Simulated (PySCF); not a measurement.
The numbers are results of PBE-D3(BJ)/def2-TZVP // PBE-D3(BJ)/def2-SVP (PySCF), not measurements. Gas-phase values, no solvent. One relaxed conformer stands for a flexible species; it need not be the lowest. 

Reference species: [W(OH)5(NH2)] (neutral, multiplicity 1).

| Quantity | Value |
|---|---|
| LUMO | -3.17 eV |
| coordination number | 6 |

Changed species: [W(OH)2(NH2)4] (4 of 6 OH replaced by NH2; the reference has 1 of 6 OH replaced by NH2).

Q: Predict the effect on the LUMO and coordination number.

A: the LUMO goes up by 0.49 eV, to -2.68 eV; the coordination number hardly moves.
